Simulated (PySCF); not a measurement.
C₃H₁₀OSi₂, SMILES C=C[C@H]([SiH3])[SiH2]O.

Geometry optimised at PBE-D3(BJ)/def2-SVP. The structure was generated by enumeration; whether it is a known compound was not checked. Other conformers were not sampled.

Two levels are set side by side: TDA-PBE/def2-SVPD (PySCF) and TDA-B3LYP/def2-SVPD (PySCF). Vertical, same geometry. The lowest singlet is HOMO→LUMO 51 %, HOMO→LUMO+1 48 % with PBE and HOMO→LUMO 73 %, HOMO→LUMO+1 25 % with the other functional; states are paired by order. Differences are taken from unrounded values.

| quantity | TDA-B3LYP |
|---|---|
| lowest singlet excitation (eV) | 5.60 |
| lowest triplet excitation (TDA) (eV) | 4.04 |
| first bright state (f over 0.05) (eV) | 6.54 |
| its oscillator strength | 0.31 |

Question: What does TDA-PBE give, and how far is it from TDA-B3LYP? (The exact figures need the calculation; the answer reports its results.)

Answer: 
```csv
quantity,TDA-PBE,TDA-PBE minus TDA-B3LYP
lowest singlet excitation (eV),5.06,-0.54
lowest triplet excitation (TDA) (eV),4.02,-0.02
first bright state (f over 0.05) (eV),5.91,-0.62
its oscillator strength,0.08,-0.23
```

A lower first singlet is the usual sign of a functional without exact exchange. Differences between two approximate levels are no errors against the true value.

Rough cost on one machine, each run with all the roots and properties that it gave: TDA-B3LYP against TDA-PBE about 2 times.
